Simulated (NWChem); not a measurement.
How basis sets differ on GeHF (SMILES [F][GeH])

GeHF has 3 atoms, charge 0, and is taken as a singlet. As SMILES, `[F][GeH]`. The shape is that of a PBE0-D4/def2-TZVP optimisation.

```xyz
3

F     0.6721    1.0126    0.4697
Ge   -0.6579    0.1952   -0.3356
H    -0.0252   -1.2727   -0.1474
```

Each level gives the electronic atomisation energy (eV). The values are calculated. Electronic energies at fixed atoms, without zero-point motion or spin-orbit coupling.

```json
{"level": "SVWN5/aug-cc-pVDZ", "kind": "LDA", "program": "NWChem", "value (eV)": "9.71"}
{"level": "SVWN5/cc-pVDZ", "kind": "LDA", "program": "NWChem", "value (eV)": "9.67"}
{"level": "SVWN5/cc-pVTZ", "kind": "LDA", "program": "NWChem", "value (eV)": "9.87"}
{"level": "SVWN5/aug-cc-pVTZ", "kind": "LDA", "program": "NWChem", "value (eV)": "9.88"}
```

All-electron rows without a relativistic Hamiltonian named are non-relativistic. The values span 9.67 to 9.88 eV.
